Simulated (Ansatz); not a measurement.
`C=CCS[SiH3]` → `C[SiH2]CC=S`  (isomerisation)

Gas-phase electronic energies from Ansatz, PBE0-D4/def2-TZVP geometries. CBS: MP2 limit from def2 TZ/QZ plus the TZ coupled-cluster correction, frozen cores. Functionals use def2-TZVPP. Each species was taken in one conformer, which may not be the lowest.

| level | ΔE (kcal/mol) |
| --- | --- |
| BLYP-D4 | -0.2 |
| SCS-MP2/def2-QZVPP | 0.7 |

Task: What does CCSD(T)/CBS give? (An estimate is asked.)

Result: Ansatz gave: +0.7 kcal/mol. The listed levels differ from it by -0.9, 0.0 kcal/mol.

Largest T1 diagnostic among the species: 0.015.

From r2SCAN to r2SCAN0 (25 % exact exchange), in def2-TZVPP and without D4, ΔE moves by +0.9 kcal/mol. In def2-TZVPP, CCSD(T) changes the Hartree–Fock value by −3.4 kcal/mol (the triples alone add −0.6 kcal/mol) and MP2 by −4.0 kcal/mol.
